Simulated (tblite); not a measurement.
Task: What does the GFN2-xTB structure of InChI=1S/C7H5N2/c8-5-6-2-1-3-7(9)4-6/h1-3H,9H2 look like in three dimensions? (Doublet state.)

Result: 
```xyz
14
C7H5N2 angstrom
N      3.5125   -1.8015    0.5481
C      2.5358   -1.2241    0.3859
C      1.3385   -0.4989    0.1903
C      0.1403   -1.1183   -0.0218
C     -1.0603   -0.4739   -0.2119
N     -2.2266   -1.1413   -0.4903
C     -1.0105    0.9306   -0.1748
C      0.1841    1.5954    0.0334
C      1.3670    0.9097    0.2154
H     -3.0867   -0.6348   -0.3647
H     -2.2585   -2.1185   -0.2531
H     -1.9306    1.4815   -0.3116
H      0.1892    2.6756    0.0565
H      2.3051    1.4180    0.3766
```

Any rigid rotation of these coordinates is as good. Atoms count from 1 in this order. C7 (carbon bonded to 2 C and H) is planar (angles 121.0°, 120.6° and 118.4°, sum 360.0°, 0.00 Å off the plane of its three neighbours). The 9 heavy atoms lie in one plane (0.016 Å rms). C8 (carbon bonded to 2 C and H) is planar (angles 121.4°, 119.3° and 119.2°, sum 360.0°, 0.00 Å off the plane of its three neighbours). N6 (nitrogen bonded to C and 2 H) has angles 117.2°, 116.8° and 115.6°, sum 349.6°, 0.21 Å off the plane of its three neighbours.

Bonds between heavy atoms (Å): N1≡C2 1.146, C2–C3 1.413, C3–C4 1.365, C4–C5 1.376, C5–N6 1.372, C5–C7 1.406, C7–C8 1.383, C8–C9 1.379, C3–C9 1.409.

Structure optimised with GFN2-xTB, isolated species. This method treats the open shell by occupation alone, without spin polarisation.

Point group: near Cs, missed by 0.25 Å at most; the miss may be what the optimiser left on a soft mode. Its GFN2-xTB frequencies are all real (lowest 123 cm⁻¹).

The numbers are calculated, not measured.
